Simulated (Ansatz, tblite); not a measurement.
# Redistribution: C2H3Cl + CH2ClI → C2H3I + CH2Cl2

Species: C2H3Cl `C=CCl`, singlet; CH2ClI (chloroiodomethane) `ClCI`, singlet; C2H3I (vinyl iodide) `C=CI`, singlet; CH2Cl2 (dichloromethane) `ClCCl`, singlet. The partners trade Cl for I; both sit on C, so the bond types are kept.

Shapes, held fixed at every level: PBE0-D4/def2-TZVP. Programs: Ansatz 0.2.0, tblite 0.8.0. The zero-point and thermal change to 298 K, harmonic and unscaled (PBE0-D4/def2-TZVP), is +0.2 kJ/mol.

| level | kind | ΔH(298 K) (kJ/mol) | less CCSD(T)/def2-TZVPP | CPU time (sum over the molecules) |
| --- | --- | --- | --- | --- |
| GFN2-xTB | semi-empirical | +10.9 | +8.3 | 1 s |
| PBE-D4/def2-TZVPP | GGA | +6.1 | +3.5 | 17 s |
| r2SCAN-D4/def2-TZVPP | meta-GGA | +5.5 | +2.9 | 35 s |
| PBE0-D4/def2-TZVPP | global hybrid | +5.3 | +2.7 | 18 s |
| r2SCAN0-D4/def2-TZVPP | global hybrid | +4.9 | +2.3 | 34 s |
| MP2/def2-SVP | perturbation theory | +4.5 | +1.9 | – |
| CCSD(T)/def2-SVP | coupled cluster or CI | +4.1 | +1.5 | 12 s |
| CCSD/def2-SVP | coupled cluster or CI | +4.0 | +1.4 | – |
| CCSD(T)/def2-TZVPP | coupled cluster or CI | +2.6 | 0.0 | 2.6 min |

The highest level, CCSD(T)/def2-TZVPP, gives ΔH(298 K) = +2.6 kJ/mol; the levels span +2.6 to +10.9. That is about zero within the method's error. The column of differences is taken from that level and isn't an error. No measured value is set beside it here. For atoms past krypton def2 sets carry core potentials with scalar relativity. Outer-core shells of I are correlated in most correlated rows, in sets that cover them unevenly. Times are processor times on shared x86 and Arm servers, and rough.
